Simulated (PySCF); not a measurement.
## NiF: from constants to spectrum

r²SCAN0 constants of NiF, ²Σ⁺ (doublet), unpaired electrons σ ↑ (PySCF, no relativity, basis sets Ni def2-TZVPPD, F def2-TZVPPD; masses 57.9353 and 18.9984 u):

| Property | Result |
| --- | --- |
| ωe | 618.8 cm⁻¹ |
| ωexe | 3.27 cm⁻¹ |
| Be | 0.37786 cm⁻¹ |
| αe | 0.00296 cm⁻¹ |
| D (centrifugal) | 5.64e-07 cm⁻¹ |

(1) Give the vibrational terms G(v) and spacings up to v = 6.

De is left out where the level can put another filling of the metal’s s and d shells below the measured ground configuration, by anything from nothing to about 1 eV. The state is the lowest single determinant that the PBE0 search found; with open d or f shells the true ground state can be another one.

Results:

(1) G(v) = ωe(v+½) − ωexe(v+½)².

```tsv
v	G(v) (cm⁻¹)	G(v) − G(v−1)	Bv (cm⁻¹)
0	308.6		0.3764
1	920.8	612.3	0.3734
2	1526.6	605.7	0.3705
3	2125.7	599.2	0.3675
4	2718.4	592.6	0.3645
5	3304.5	586.1	0.3616
6	3884.0	579.6	0.3586
```
